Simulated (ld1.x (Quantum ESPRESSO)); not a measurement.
# u(r) = r·R(r): atom against pseudo-atom (Ni)

Columns: radius, all-electron u(r) and pseudo u(r) of the 3p shell (level -68.74 eV) of nickel in the configuration [Ne] 3s2 3p6 3d8.5 4s1.5 4p0; PBE, scalar-relativistic, RRKJ scheme, ld1.x (Quantum ESPRESSO) 7.5.

| r (bohr) | all-electron | pseudo |
| --- | --- | --- |
| 0.062 | 0.3981 | -0.0163 |
| 0.125 | 0.6398 | -0.0718 |
| 0.188 | 0.4895 | -0.1781 |
| 0.250 | 0.1377 | -0.3374 |
| 0.312 | -0.2575 | -0.5397 |
| 0.375 | -0.6133 | -0.7601 |
| 0.438 | -0.8862 | -0.9584 |
| 0.500 | -1.0684 | -1.1033 |
| 0.562 | -1.1734 | -1.1878 |
| 0.625 | -1.2165 | -1.2196 |
| 0.688 | -1.2112 | -1.2112 |
| 0.750 | -1.1730 | -1.1730 |
| 0.812 | -1.1132 | -1.1132 |
| 0.875 | -1.0391 | -1.0391 |
| 0.938 | -0.9583 | -0.9583 |
| 1.000 | -0.8767 | -0.8767 |
| 1.062 | -0.7962 | -0.7962 |
| 1.125 | -0.7176 | -0.7176 |
| 1.188 | -0.6436 | -0.6436 |
| 1.250 | -0.5760 | -0.5760 |
| 1.312 | -0.5137 | -0.5137 |
| 1.375 | -0.4560 | -0.4560 |
| 1.438 | -0.4039 | -0.4039 |
| 1.500 | -0.3576 | -0.3576 |
| 1.562 | -0.3162 | -0.3162 |
| 1.625 | -0.2786 | -0.2786 |

Problem. How many radial nodes do the two functions have?

Solution. The all-electron 3p function has n − l − 1 = 1; the pseudo-wave has 0, since the states of the same l below it are removed with the core.

Problem. At about which radius was the pseudo-wave matched?

Solution. 0.70 bohr, where the columns begin to agree (steps of 0.06 bohr).

Problem. Is the pseudo-wave norm-conserving?

Solution. Yes: the RRKJ scheme keeps the norm inside the radius equal to the all-electron one, which fixes the energy derivative of the logarithmic derivative at the level.
